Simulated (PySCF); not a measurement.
C4F6. Atoms are numbered in the order given.

```xyz
10

F     -1.3374     2.1906     0.0000
C     -0.0684     1.8658     0.0000
F      0.7167     2.9165     0.0000
C      0.4024     0.6129     0.0000
F      1.7296     0.4394     0.0000
C     -0.4024    -0.6129     0.0000
F     -1.7296    -0.4394     0.0000
C      0.0684    -1.8658     0.0000
F      1.3374    -2.1906     0.0000
F     -0.7167    -2.9165     0.0000
```

Geometry: ωB97X-D3(BJ)/def2-SVP. A frequency run showed that this geometry is not a minimum. Other conformers were not sampled.

All values below come from CAM-B3LYP/def2-SVP (PySCF).

Atomic charges (e):

| atom | IAO | Löwdin |
|---|---|---|
| F1 | -0.22 | ___ |
| C2 | 0.52 | ___ |
| F3 | -0.22 | ___ |
| C4 | 0.17 | ___ |
| F5 | -0.25 | ___ |
| C6 | 0.17 | ___ |
| F7 | -0.25 | ___ |
| C8 | 0.52 | ___ |
| F9 | -0.22 | ___ |
| F10 | -0.22 | ___ |

Some entries are withheld; supply them. (The exact figures need the calculation; the answer reports its results.)


- F1, Löwdin: -0.01
- C2, Löwdin: 0.09
- F3, Löwdin: -0.01
- C4, Löwdin: -0.02
- F5, Löwdin: -0.05
- C6, Löwdin: -0.02
- F7, Löwdin: -0.05
- C8, Löwdin: 0.09
- F9, Löwdin: -0.01
- F10, Löwdin: -0.01

Give the Mayer and Wiberg (Löwdin basis) orders of the bonds. (An estimate is asked for; the answer gives what the named calculation found.)


```
bond    Mayer  Wiberg
------  -----  ------
F1–C2    1.20    1.37
C2–F3    1.18    1.37
C2–C4    1.65    1.72
C4–F5    1.12    1.27
C4–C6    0.95    1.08
C6–F7    1.12    1.27
C6–C8    1.65    1.72
C8–F9    1.20    1.37
C8–F10   1.18    1.37
```
